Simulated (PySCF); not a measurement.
Multinuclear NMR of C₅H₁₁ClOSi₂

Atoms are numbered as in `[CH3:1][C:2]([CH3:3])=[C:4]([CH:5]=[O:6])[SiH2:7][SiH2:8][Cl:9]`. Each H is labelled by its parent atom.

[PySCF 2.14.0 with density-fitted response routines: shieldings: GIAO PBE0/pcSseg-1; structure optimised with GFN2-xTB; averaged over atoms made equivalent by symmetry, fast rotation or ring inversion; in vacuum; relativity neglected; one computed conformer]

**Question.** Predict the $^{29}$Si NMR data.

**Answer.** 
```tsv
atoms	environment	σ (ppm)	δ (ppm)
Si8	silicon bonded to Cl, Si, 2 H	378.6	-31.3
Si7	silicon bonded to C, Si, 2 H	439.7	-81.5
```

Shieldings were converted by a linear fit to measured shifts: $^{29}$Si: δ = 279.94 − 0.822σ (rms 8.9 ppm, 72 shifts, 25.8 ppm with the 6 outliers that the fit left out vs TMS, solution or neat liquid). A few per cent of atoms miss by over 2 rms, more outside the fitted compound classes.

On a 600 MHz spectrometer $^{29}$Si resonates near 119.2 MHz, so 1 ppm is 119.2 Hz.

**Question.** Predict the $^{17}$O NMR data.

**Answer.** 
```tsv
atoms	environment	σ (ppm)	δ (ppm)
O6	aldehyde oxygen	-312.5	551.4
```

Shieldings were converted by a linear fit to measured shifts: $^{17}$O: δ = 266.70 − 0.911σ (rms 10.7 ppm, 155 shifts, 12.2 ppm with the 3 outliers that the fit left out vs liquid water, solution or neat liquid). Occasional misses reach two or three times the rms, and more in compound classes unlike the fitted ones.

On a 400 MHz spectrometer $^{17}$O resonates near 54.2 MHz, so 1 ppm is 54.2 Hz.
